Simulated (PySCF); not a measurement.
# RuOCl + HF → RuOF + HCl

Level: PBE0 in the def2-TZVP basis family, computed in PySCF with density fitting; scalar-relativistic core potentials for atoms from Rb on, none lighter, no spin–orbit coupling; open shells unrestricted.

```json
{"species": "RuOCl", "state and structure": "quartet, Cs, Ru–Cl 2.215 Å, Ru–O 1.666 Å; Cl–Ru–O 124.7°", "ZPE (kJ/mol)": "9.3", "H(298 K) − H(0) (kJ/mol)": "12.5", "S° (J/(mol K))": "303.0"}
{"species": "HF", "state and structure": "singlet, C∞v, H–F 0.920 Å", "ZPE (kJ/mol)": "24.9", "H(298 K) − H(0) (kJ/mol)": "8.7", "S° (J/(mol K))": "173.6"}
{"species": "RuOF", "state and structure": "doublet, Cs, Ru–F 1.826 Å, Ru–O 1.611 Å; F–Ru–O 157.1°", "ZPE (kJ/mol)": "11.3", "H(298 K) − H(0) (kJ/mol)": "12.0", "S° (J/(mol K))": "280.8"}
{"species": "HCl", "state and structure": "singlet, C∞v, H–Cl 1.279 Å", "ZPE (kJ/mol)": "17.9", "H(298 K) − H(0) (kJ/mol)": "8.7", "S° (J/(mol K))": "186.6"}
```

(1) Is the gas-phase reaction uphill or downhill in electronic energy at this level, and by how much?

(2) Add zero-point, thermal and entropy terms for 298.15 K and 1 bar.

## Answers

(1) At PBE0/def2-TZVP, ΔE = 60.2 kJ/mol, uphill. Ligand exchange with HF takes part in thermal etching.

(2) ΔZPE = -5.0 and Δ[H(298) − H(0)] = -0.5 kJ/mol give ΔH° = 54.7 kJ/mol. ΔS° = -9.2 J/(mol K), so ΔG° = 54.7 − 298.15 × (-0.0092) = 57 kJ/mol and log₁₀K = -10.1.

Open d or f shells are single determinants, so the state found may not be the ground state. Each species is the lowest minimum found with this bonding; other isomers or fragments can lie lower.
